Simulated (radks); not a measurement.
N+, 6 electrons, occupied as [He] 2s2 2p2. Calculated with a radial shooting solver on a logarithmic mesh with Libxc functionals: non-relativistic Kohn-Sham, TPSS, spin-polarised, spherical densities, point nucleus; open shells are filled with parallel spins first; meta-GGA in the generalised Kohn-Sham scheme. Some entries of the table are withheld. Estimate them.

| orbital | occ. | eigenvalue (hartree) | r(max) (bohr) |
|---|---|---|---|
| 1s up | 1 | -14.86997 | 0.1486 |
| 1s down | 1 | -14.81734 | 0.1485 |
| 2s up | 1 | -1.26576 | (1) |
| 2s down | 1 | -1.11209 | (2) |
| 2p up | 2 | -0.81511 | 0.9038 |
| 2p down | 0 | -0.65794 | 0.9656 |

Answer. 
(1) 2s up r(max) (bohr): 0.9777
(2) 2s down r(max) (bohr): 1.007
